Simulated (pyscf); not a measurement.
Optimised with ωB97X-D3(BJ)/def2-SVP in PySCF.

`[F][W]([F])(=[Se])([SeH])[SeH]` → `[F][W]([F])(=[Se])=[Se]` + `[SeH2]`
Surface: singlet. Broken: H–Se, Se–W. Formed: H–Se. Give ΔE‡ and ΔE from ωB97M-D3(BJ)/def2-TZVP, relative to the reactant's lowest minimum found.

ΔE‡ = 22.2 kcal/mol, ΔE = +4.7 kcal/mol. Zero-point energy shifts the barrier by -2.0 kcal/mol. It is an elimination, with an imaginary mode of 786i cm⁻¹. On the product side the descent ends in an adduct with a Se–W contact, 16.2 kcal/mol under the separated species and 22.8 kcal/mol under the saddle at ωB97X-D3(BJ)/def2-TZVP. What is counted as broken (Se–W) persists as a longer contact in the product adduct; parting that adduct is a step of its own. One saddle was located; it need not be the lowest between these sides. Elements up to Kr have no core potential and no relativistic terms here. Elements past Kr carry the def2 core potentials, without spin-orbit coupling.
